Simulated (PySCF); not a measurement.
Ligand exchange on a metal centre used in film growth or etching (Hf Cl-OH). Gas-phase values, no solvent. One relaxed conformer stands for each flexible species; it need not be the lowest. In the def2 sets, heavy atoms carry core potentials. All members: neutral, multiplicity 1. Level: TPSSh-D3(BJ)/def2-TZVP // BP86-D3(BJ)/def2-SVP (PySCF), beside PBE-D3(BJ)/def2-TZVP // BP86-D3(BJ)/def2-SVP (PySCF) at the same geometries.  Orbital energies are measured against the vacuum level.

```
species         HOMO, PBE (eV)  HOMO, TPSSh-D3(BJ) (eV)
--------------  --------------  -----------------------
[Hf(Cl)4]                -8.32                    -8.99
[Hf(Cl)3(OH)]            -7.91                    -8.58
[Hf(Cl)2(OH)2]           -7.52                 withheld
[Hf(Cl)(OH)3]            -7.10                    -7.78
[Hf(OH)4]                -6.71                    -7.46
```

Fit y = a + b·x, y being the HOMO at the first level, to the 4 complete rows by least squares, with x = the PBE value in eV. Give a, b and the rms residual, and predict the withheld value.

Means of the 4 rows: x̄ = -7.51, ȳ = -8.2025 eV. Σ(x − x̄)² = 1.6242 and Σ(x − x̄)(y − ȳ) = 1.5561, so b = 0.958 and a = ȳ − b·x̄ = -1.008 eV. The rms residual is 0.020 eV. At x = -7.52 the line gives -8.21 eV. The run for [Hf(Cl)2(OH)2] gave -8.18 eV, so the line is off by 0.03 eV, within twice the rms residual.

Codes: PySCF.
